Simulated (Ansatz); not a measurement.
Ansatz results at the PBE0-D4/def2-TZVP geometry: HOMO–LUMO gap (ωB97M-V/def2-TZVPP) 9.27 eV; zero-point energy (PBE0-D4/def2-TZVP) 100.9 kJ/mol; size of the dipole moment (PBE/def2-TZVPP) 3.81 D.

Problem. Which molecule gave them?
A. `N#C[SiH2][GaH2]`
B. `NB1CO1`
C. `O[SiH]1[CH2][AlH]1`
D. `[OH][Zn][SiH3]`

Solution. A. The others give `NB1CO1`: 12.20, 161.3, 2.47; `O[SiH]1[CH2][AlH]1`: 7.74, 141.0, 0.98; `[OH][Zn][SiH3]`: 10.70, 96.6, 1.35.
